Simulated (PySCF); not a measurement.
# SMILES FC(F)(F)c1ccc[se]1, C5H3F3Se

Cartesian coordinates in Å; atom numbers follow the order of the lines, from 1:
```xyz
12

F    -2.390    1.536    0.012
C    -1.953    0.263    0.042
F    -2.505   -0.293    1.139
F    -2.506   -0.366   -1.007
C    -0.473    0.204    0.042
C     0.302   -0.864   -0.301
C     1.687   -0.622   -0.176
C     2.005    0.624    0.267
Se    0.519    1.677    0.586
H    -0.110   -1.798   -0.644
H     2.427   -1.365   -0.416
H     2.997    1.003    0.431
```

Method: quadratic response B3LYP/aug-cc-pVDZ first hyperpolarisability, Taylor convention, gas phase (PySCF). Geometry: GFN2-xTB.

The calculation is non-relativistic, which matters for the atoms heavier than Zn.

Task: Give the tensor of the second harmonic β(−2ω;ω,ω) at 800 nm in the axes of these coordinates.

Result: In au, Taylor convention; rows are the first index (the induced dipole):
|  | xx | yy | zz | xy | xz | yz |
| --- | --- | --- | --- | --- | --- | --- |
| x | -77.0 | -57.3 | -68.2 | -1.1 | -2.1 | +8.1 |
| y | +23.6 | -56.4 | -55.9 | -44.9 | +13.1 | +16.9 |
| z | +6.2 | +16.0 | -63.7 | +12.1 | -66.2 | -51.3 |

Norm of βᵢ = ⅓ Σⱼ (βᵢⱼⱼ + βⱼᵢⱼ + βⱼⱼᵢ): 223.1 au, hyper-Rayleigh value 89.7 au.
